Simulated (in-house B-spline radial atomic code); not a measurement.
The outermost shell (largest non-relativistic mean radius) with and without relativity; Dirac values are averaged over j. Computed with an all-electron radial atomic-structure program (B-spline basis): non-relativistic Hartree-Fock and Dirac-Hartree-Fock, averages of the configuration (point nuclei without relativity, finite nuclei with it).

```csv
ion,configuration,outermost shell,radius non-relativistic (bohr),radius Dirac (bohr),radius change (%),level non-relativistic (eV),level Dirac (eV),spin-orbit splitting (eV)
N4+,[He] 2s1,2s,1.0525,1.0517,-0.074735,-97.712,-97.777,-
O4+,[He] 2s2,?,?,?,?,?,?,?
F4+,[He] 2s2 2p1,2s,0.8429,0.84184,-0.12597,-127.036,-127.19,-
Ne4+,[He] 2s2 2p2,2s,0.76643,0.76522,-0.15895,-143.691,-143.91,-
Mg4+,[He] 2s2 2p4,2s,0.64834,0.6468,-0.23727,-179.817,-180.26,-
Al4+,[He] 2s2 2p5,?,?,?,?,?,?,?
Si4+,[He] 2s2 2p6,2s,0.56149,0.55962,-0.33221,-219.723,-220.52,-
P4+,[Ne] 3s1,3s,1.6174,1.6133,-0.25105,-64.457,-64.613,-
S4+,[Ne] 3s2,?,?,?,?,?,?,?
Cl4+,[Ne] 3s2 3p1,3p,1.456,1.4549,-0.076529,-66.967,-66.982,0.19558
Ar4+,[Ne] 3s2 3p2,3p,1.3449,1.3436,-0.093994,-73.221,-73.245,0.26767
```

**Question.** Fill in the row of O4+.

**Answer.** outermost shell: 2s; radius non-relativistic (bohr): 0.93594; radius Dirac (bohr): 0.93503; radius change (%): -0.097072; level non-relativistic (eV): -111.314; level Dirac (eV): -111.41.

**Question.** Fill in the row of Al4+.

**Answer.** outermost shell: 2s; radius non-relativistic (bohr): 0.60183; radius Dirac (bohr): 0.60013; radius change (%): -0.28266; level non-relativistic (eV): -199.295; level Dirac (eV): -199.9.

**Question.** Fill in the row of S4+.

**Answer.** outermost shell: 3s; radius non-relativistic (bohr): 1.4871; radius Dirac (bohr): 1.4829; radius change (%): -0.28557; level non-relativistic (eV): -70.804; level Dirac (eV): -70.999.

**Question.** Which member changes most?

**Answer.** Silicon (Si4+): its 2s shell contracts by 0.3 %.
